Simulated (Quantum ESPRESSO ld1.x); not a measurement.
Values are calculated unless marked as measured or tabulated.
Task: Ho, 67 electrons, occupied as [Xe] 4f11 6s1 7f1 (not the ground configuration). Level of theory: scalar-relativistic Kohn-Sham, LDA (Slater exchange, Perdew-Wang correlation), spin-polarised, spherical densities, point nucleus; open shells are filled with parallel spins first (ld1.x of Quantum ESPRESSO 7.5). Some entries of the table are withheld. Estimate them.

orbital  occ.  eigenvalue (eV)  <r> (bohr)
1s up       1         -55455.9     0.02075
1s down     1         -55455.9     0.02075
2s up       1         -9281.55     0.08815
2s down     1         -9281.49     0.08814
2p up       3         -8226.46     0.07809
2p down     3         -8226.41     0.07809
3s up       1         -2077.24      0.2301
3s down     1         -2075.98      0.2301
3p up       3         -1754.86      0.2291
3p down     3         -1753.61      0.2290
3d up       5         -1344.94      0.2080
3d down     5         -1343.96      0.2079
4s up       1         -415.258      0.5191
4s down     1         -412.664      0.5192
4p up       3         -309.104      0.5504
4p down     3         -306.549      0.5506
4d up       5         -165.722      0.5966
4d down     5         -163.226      0.5971
5s up       1         -56.8202       1.273
5s down     1         -55.5418       1.279
5p up       3         -32.1473       1.515
5p down     3         -31.1430       1.523
4f up       7              (1)      0.8396
6s up       1              (2)       3.612
4f down     4              (3)      0.8638
6s down     0              (4)       3.678
7f up       1          -0.3018       41.89
7f down     0          -0.2532       34.59

Result: 
(1) 4f up eigenvalue (eV): -9.9603
(2) 6s up eigenvalue (eV): -8.6666
(3) 4f down eigenvalue (eV): -7.7868
(4) 6s down eigenvalue (eV): -7.7818
